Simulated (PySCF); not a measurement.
SMILES N[C@@]12CCC[C@]1(F)C2, C6H10FN

Molfile (atoms numbered from 1):
```
C6H10FN
     RDKit          3D

 18 19  0  0  0  0  0  0  0  0999 V2000
   -1.7585    1.3970   -0.2863 N   0  0  0  0  0  0  0  0  0  0  0  0
   -0.7310    0.4063   -0.2740 C   0  0  1  0  0  0  0  0  0  0  0  0
    0.5943    0.8110   -0.8968 C   0  0  0  0  0  0  0  0  0  0  0  0
    1.6249   -0.1944   -0.3594 C   0  0  0  0  0  0  0  0  0  0  0  0
    1.0918   -0.6845    0.9958 C   0  0  0  0  0  0  0  0  0  0  0  0
   -0.4023   -0.5304    0.8670 C   0  0  1  0  0  0  0  0  0  0  0  0
   -1.1135   -0.5087    2.0413 F   0  0  0  0  0  0  0  0  0  0  0  0
   -1.0926   -1.0540   -0.3591 C   0  0  0  0  0  0  0  0  0  0  0  0
   -2.5991    1.0482    0.1609 H   0  0  0  0  0  0  0  0  0  0  0  0
   -1.4589    2.2300    0.2114 H   0  0  0  0  0  0  0  0  0  0  0  0
    0.8339    1.8253   -0.5712 H   0  0  0  0  0  0  0  0  0  0  0  0
    0.5496    0.8079   -1.9852 H   0  0  0  0  0  0  0  0  0  0  0  0
    2.6107    0.2569   -0.2614 H   0  0  0  0  0  0  0  0  0  0  0  0
    1.7129   -1.0371   -1.0448 H   0  0  0  0  0  0  0  0  0  0  0  0
    1.3932   -1.7111    1.2097 H   0  0  0  0  0  0  0  0  0  0  0  0
    1.4371   -0.0482    1.8136 H   0  0  0  0  0  0  0  0  0  0  0  0
   -0.5617   -1.7130   -1.0273 H   0  0  0  0  0  0  0  0  0  0  0  0
   -2.1395   -1.2948   -0.2458 H   0  0  0  0  0  0  0  0  0  0  0  0
  2  1  1  1
  2  3  1  0
  3  4  1  0
  4  5  1  0
  5  6  1  0
  6  7  1  1
  6  8  1  0
  6  2  1  0
  8  2  1  0
  1  9  1  0
  1 10  1  0
  3 11  1  0
  3 12  1  0
  4 13  1  0
  4 14  1  0
  5 15  1  0
  5 16  1  0
  8 17  1  0
  8 18  1  0
M  END
```

Method used: TDDFT PBE0/def2-SVPD circular dichroism and optical rotation, one conformer, gas phase in PySCF 2.14.0. Geometry: GFN2-xTB.

The molecule is flexible and this is one conformer; a measurement averages over conformers. States above about 6.4 eV (minus the energy of the highest occupied orbital) lie near or above the ionisation threshold and depend on the basis.

Stereocentres: C2 R, C6 S.

Problem. What is the specific rotation at 633, 589.3, 546, 436, 405, 365, 355 nm?

Solution. [α] in deg dm⁻¹ (g/mL)⁻¹:
```tsv
λ (nm)	origin-invariant length gauge	modified velocity gauge	length gauge (centre of mass)	isotropic polarisability (au)
633	-45.3	-46.2	-46.8	76.1
589.3	-52.7	-53.7	-54.4	76.4
546	-62.0	-63.2	-64.0	76.7
436	-100.4	-102.3	-103.8	77.9
405	-117.5	-119.7	-121.5	78.4
365	-145.6	-148.2	-150.7	79.4
355	-153.7	-156.5	-159.3	79.7
```

Problem. And for the mirror image at 589.3 nm?

Solution. +52.7 deg dm⁻¹ (g/mL)⁻¹ (origin-invariant length gauge): the same size and the opposite sign.

Problem. What is the molar rotation [Φ] = [α]·M/100 of the geometry above at 589.3 nm?

Solution. With M = 115.15 g/mol, -60.7 deg cm² dmol⁻¹ (origin-invariant length gauge).

The first excitation lies at 5.90 eV (210 nm) with R = +9.9 × 10⁻⁴⁰ esu² cm² (velocity form).
